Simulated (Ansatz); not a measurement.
`FBBF`, relaxed with RKS PBE0-D4/def2-TZVP in Ansatz from a PBE-D4/def2-SVP geometry. The force threshold is 0.005 eV/Å; the program also tests the step.

The species carries charge 0 and has multiplicity 1.

Start:

```xyz
6

F    -1.437   -1.107    0.611
B    -0.860    0.003    0.148
B     0.861   -0.004   -0.147
F     1.434    1.106   -0.614
H    -1.605    0.958   -0.036
H     1.607   -0.957    0.037
```

Question: By how much does the energy fall, and how many steps does the optimiser take? (An estimate is asked.)

Answer: The calculation gave: 0.09 eV, in 19 steps, 2 of them rejected.

Question: Which bonds change most? (An estimate is asked.)

Answer: Ansatz gave: B2–B3 from 1.746 to 1.713 Å; B2–H5 from 1.225 to 1.205 Å; B3–H6 from 1.225 to 1.205 Å; F1–B2 from 1.334 to 1.326 Å.

Question: Give the relaxed structure. (An estimate is asked.)

Answer: Ansatz gave: 
```xyz
6

F    -1.573   -1.049   -0.184
B    -0.840   -0.003    0.170
B     0.847    0.016   -0.128
F     1.329    0.587   -1.223
H    -1.430    0.885    0.733
H     1.666   -0.436    0.632
```
